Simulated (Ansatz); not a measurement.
This geometry of CH2FTe (5 atoms, charge -1, multiplicity 1) is a first-order saddle point.

Theory: RKS BHLYP-D4/def2-SVP (Ansatz).

```xyz
5
Properties=species:S:1:pos:R:3
F -1.508 -0.568 0.806
C -0.287 -0.619 0.126
Te 1.049 0.846 0.319
H -0.030 -1.619 -0.204
H 0.776 1.961 -1.046
```

(1) Which two structures does it join? (They come from a converged band through this point; their orientation in space is the band's.)

(2) How far does it lie above each of them?

Results:

(1) No bond is made or broken. The height of C2 over the plane of its neighbours goes from -0.66 to 0.57 Å.

First end point:

```xyz
5
Properties=species:S:1:pos:R:3
F -1.443 -0.538 0.822
C -0.527 -0.670 -0.231
Te 1.196 0.813 0.219
H 0.071 -1.560 0.081
H 0.703 1.954 -0.890
```

Last end point:

```xyz
5
Properties=species:S:1:pos:R:3
F -1.526 -0.546 0.699
C -0.181 -0.895 0.532
Te 1.078 0.916 0.336
H -0.144 -1.310 -0.495
H 0.773 1.836 -1.072
```

(2) 11.9 kcal/mol above the first and 13.4 kcal/mol above the second. This is the barrier of this one path; another mechanism may lie lower. Limits of this set-up: an anion without diffuse functions, the dipole of an ion depends on the origin.

Time of the run: 2.9 min on 1 thread of Intel(R) Xeon(R) Platinum 8488C (Sapphire Rapids), with other jobs on the host, peak memory 0.14 GiB.
